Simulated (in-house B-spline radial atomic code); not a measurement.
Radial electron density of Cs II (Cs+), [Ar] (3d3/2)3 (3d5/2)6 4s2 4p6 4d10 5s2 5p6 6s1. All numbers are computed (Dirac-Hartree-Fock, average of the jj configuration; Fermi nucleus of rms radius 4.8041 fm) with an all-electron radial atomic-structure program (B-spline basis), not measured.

Columns: r (bohr), 4πr²n(r) (electrons per bohr), bar.

```
0.000903    1.903 #
 0.00113      2.8 #
 0.00142    4.123 ##
 0.00179     6.05 ###
 0.00224    8.685 ####
 0.00282    12.42 ######
 0.00354    17.41 ########
 0.00444    23.88 ###########
 0.00558    32.03 ###############
   0.007    41.54 ####################
 0.00879    51.87 #########################
   0.011     61.6 #############################
  0.0139    69.44 #################################
  0.0174    72.95 ###################################
  0.0218    71.76 ##################################
  0.0274    67.25 ################################
  0.0344    63.79 ##############################
  0.0432    66.61 ################################
  0.0542    77.22 #####################################
  0.0681    89.64 ###########################################
  0.0855    92.66 ############################################
   0.107    81.94 #######################################
   0.135    67.81 ################################
   0.169    67.08 ################################
   0.212    75.91 ####################################
   0.267    71.57 ##################################
   0.335    47.86 #######################
    0.42     28.8 ##############
   0.528    29.28 ##############
   0.662    32.67 ################
   0.832    24.53 ############
    1.04    13.49 ######
    1.31      8.2 ####
    1.65    6.572 ###
    2.07    4.428 ##
    2.59    2.106 #
    3.26   0.7956 
    4.09   0.3964 
    5.13   0.2365 
    6.44  0.09971 
    8.09  0.02318 
    10.2 0.002462 
    12.8 0.0001098 
      16 1.742e-06
```

On this grid the curve has 4 maxima, near 0.0174, 0.0855, 0.212, 0.662 bohr.

The 3d3/2 radial function P(r) = rR(r), positive near the nucleus, with its small component Q(r) (sign convention: Q ≈ (P' + κP/r)/2c):

```tsv
r (bohr)	P	Q
0.007	0.002342	0.004706
0.011	0.00768	0.01047
0.0174	0.02526	0.02246
0.0274	0.07864	0.04436
0.0432	0.2266	0.07831
0.0681	0.5721	0.1161
0.107	1.179	0.1324
0.169	1.829	0.1006
0.267	1.866	0.03739
0.42	1.06	-0.000429
0.662	0.272	-0.002933
1.04	0.03365	-0.0003402
1.65	0.00429	-2.221e-05
```
